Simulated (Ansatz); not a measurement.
The same path of AsH5N2 (8 atoms, charge 0, multiplicity 1) was run twice with different band settings. The coordinate that changes most is the dihedral H5–N1–As2–H6.

All numbers below come from RKS PBE/def2-SVP (Ansatz).

Relaxed end points:

```xyz
8
Properties=species:S:1:pos:R:3
N -0.775 0.552 -1.041
As 0.452 0.720 0.387
N 0.998 -1.059 0.369
H -1.643 1.057 -0.820
H -0.381 0.994 -1.883
H -0.722 0.697 1.421
H 0.264 -1.745 0.585
H 1.807 -1.215 0.982
```

```xyz
8
Properties=species:S:1:pos:R:3
N -0.718 1.318 -0.642
As 0.187 0.556 0.808
N 0.818 -1.087 0.121
H -0.039 1.783 -1.260
H -1.210 0.617 -1.213
H -1.114 -0.039 1.392
H 0.277 -1.908 0.415
H 1.799 -1.241 0.379
```

Common settings: spring 5.0 eV/Å²; optimiser quadratic models (default); start path IDPP; force threshold 0.03 eV/Å; iteration limit 60; end points relaxed.

| run | movable images | climbing image |
| --- | --- | --- |
| 1 | 5 | yes |
| 2 | 8 | no |

Task: What does each run give, and how far can it be trusted?

Result: Run 1: converged after 7 iterations, highest image 0.065 eV above the first end. A vibrational analysis at the climbing image gives one clearly imaginary mode, 207i cm⁻¹: a first-order saddle point.
Run 2: converged after 6 iterations, highest image 0.065 eV above the first end. No image climbed, so the highest image needn't sit at the top of the path.
